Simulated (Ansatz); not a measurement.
`[OH][GeH]([F])[S][SiH3]` + `[OH][Ge][F]` → `[F][Ge][O][SiH3]` + `[OH][GeH]([F])[SH]`  (ligand exchange at the Si–S bond)

Computed with Ansatz on PBE0-D4/def2-TZVP structures; ΔE is electronic, products minus reactants. CCSD(T)/CBS adds triple-zeta CCSD(T) − MP2 to the extrapolated MP2 energy (def2 sets, frozen cores). Functionals use def2-TZVPP. B3LYP here is the variant with VWN-RPA as its local correlation; programs differ in this. For Ge outer-core shells are correlated without core-valence functions, which leaves a few kJ/mol of doubt a bond. Scalar relativity is left out up to krypton. Each species was taken in one conformer, which may not be the lowest.

`[OH][GeH]([F])[S][SiH3]`:

Cartesian coordinates in Å:
```
O 0.350 0.721 -1.512
Ge 0.678 -0.938 -1.010
F 2.301 -0.880 -0.389
S -0.746 -1.464 0.561
Si -1.046 0.509 1.371
H 1.161 1.227 -1.625
H 0.689 -1.947 -2.159
H 0.251 1.193 1.588
H -1.712 0.257 2.672
H -1.927 1.322 0.503
```

`[OH][Ge][F]`:

Z-matrix (Å, degrees):
```
O
Ge 1 1.771
H 1 0.964 2 113.8
F 2 1.767 1 97.0 3 0.0
```

`[F][Ge][O][SiH3]`:

Z-matrix (Å, degrees):
```
Si
O 1 1.653
H 1 1.484 2 107.6
H 1 1.485 2 110.5 3 119.3
H 1 1.485 2 110.5 3 -119.3
Ge 2 1.767 1 137.3 3 179.9
F 6 1.764 2 97.7 1 0.0
```

`[OH][GeH]([F])[SH]`:

```xyz
7

O     0.864   -0.682   -1.128
Ge   -0.509   -0.091   -0.206
F    -1.445   -1.446    0.330
S     0.097    0.849    1.693
H     1.505   -1.149   -0.585
H    -1.353    0.743   -1.166
H     0.841    1.775    1.061
```

(1) Is it downhill or uphill in electronic energy at CCSD(T)/CBS, and by how much? (Best estimate.)

(2) What do these levels give: PBE-D4, PBE0-D4, ωB97X-V, ωB97M-V, r2SCAN, PBE0, B3LYP, HF/def2-TZVPP, SCS-MP2/def2-TZVPP, CCSD/def2-TZVPP, MP2/CBS(def2), CCSD/CBS(def2)? (Best estimate.)

Largest T1 diagnostic among the species: 0.015.

## Answers

(1) Ansatz gave: Downhill: ΔE = -0.35 eV.

(2) Computed: PBE-D4 -0.21, PBE0-D4 -0.25, ωB97X-V -0.35, ωB97M-V -0.34, r2SCAN -0.32, PBE0 -0.27, B3LYP -0.43, HF/def2-TZVPP -0.58, SCS-MP2/def2-TZVPP -0.42, CCSD/def2-TZVPP -0.42, MP2/CBS(def2) -0.32, CCSD/CBS(def2) -0.38 eV.

From PBE to PBE0 (25 % exact exchange), in def2-TZVPP and without D4, ΔE moves by −0.03 eV. In def2-TZVPP, CCSD(T) changes the Hartree–Fock value by +0.19 eV (the triples alone add +0.04 eV) and MP2 by +0.22 eV. The D4 term adds +0.05 eV with B3LYP and +0.03 eV with PBE0; it sums over pairs of atoms, weighted by their polarisabilities, and B3LYP, whose exchange is more repulsive, gets the larger term.
